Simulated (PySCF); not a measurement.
**Al(2+): ionisation energy**

Al(2+) [Ne] 3s1 (2S) → Al(3+) [Ne] (1S), as a difference of total energies. Calculation: PySCF 2.14, in an even-tempered Gaussian basis (21 s from 0.028 bohr⁻², ratio 2.5; 13 p from 0.036 bohr⁻², ratio 2.5; 6 d from 0.3 bohr⁻², ratio 2.7; 5 f from 0.44 bohr⁻², ratio 2.7); scalar relativity by spin-free X2C-1e. Correlated levels: outer shells: 1s2 frozen; virtual orbitals above 40 to 60 times the deepest correlated orbital energy dropped. The calculations carry no spin-orbit coupling.

```
            method  ionisation energy (eV)
               UHF                  28.088
               LDA                  28.870
               PBE                  28.868
              PBE0                  28.731
         BHandHLYP                  28.864
            B2PLYP                  28.794
MP2 (outer shells)                  28.418
```

Problem. Estimate what SCS-MP2 (outer shells) gives.

Solution. 28.351 eV, closest to MP2 (outer shells) among the rows shown.

Problem. Estimate what r2SCAN gives.

Solution. 28.422 eV, closest to MP2 (outer shells) among the rows shown.

For comparison: 28.448 eV (measured; NIST Atomic Spectra Database, ionization energies).
